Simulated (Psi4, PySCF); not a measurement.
Input for PySCF:
```python
from pyscf import gto, scf, dft

mol = gto.M(
    atom='''
Zn    1.018200    0.697800    0.890300
C     0.341100   -0.641100   -0.457400
C    -1.006800   -0.291500   -1.074500
H     0.248900   -1.576300    0.092500
H     1.063900   -0.805900   -1.250700
H    -0.955200    0.621200   -1.663600
H    -1.774500   -0.165800   -0.314200
H    -1.321200   -1.099200   -1.737900
O     0.921100    1.329300    2.507700
H     1.464500    1.931400    3.007900
''',
    basis='6-31g*',
    charge=0,
    spin=2,
    verbose=4,
)

mf = dft.UKS(mol)
mf.xc = 'bhandhlyp'
mf.grids.atom_grid = (99, 590)
mf.grids.prune = None
mf.kernel()
```

### Question
Convert this to an input for Psi4.

### Answer
This is not unique; one that fits is 
```
memory 2 GB

molecule {
0 3
  Zn    1.01820000    0.69780000    0.89030000
  C     0.34110000   -0.64110000   -0.45740000
  C    -1.00680000   -0.29150000   -1.07450000
  H     0.24890000   -1.57630000    0.09250000
  H     1.06390000   -0.80590000   -1.25070000
  H    -0.95520000    0.62120000   -1.66360000
  H    -1.77450000   -0.16580000   -0.31420000
  H    -1.32120000   -1.09920000   -1.73790000
  O     0.92110000    1.32930000    2.50770000
  H     1.46450000    1.93140000    3.00790000
}

set basis 6-31g*
set reference uks
set scf_type pk
set puream true
set d_convergence 1e-8
set dft_radial_points 99
set dft_spherical_points 590

energy('bhhlyp')
print_variables()
```

Both were run: PySCF gave -1933.811781 Eh and Psi4 -1933.811780 Eh, 0.001 mEh apart.
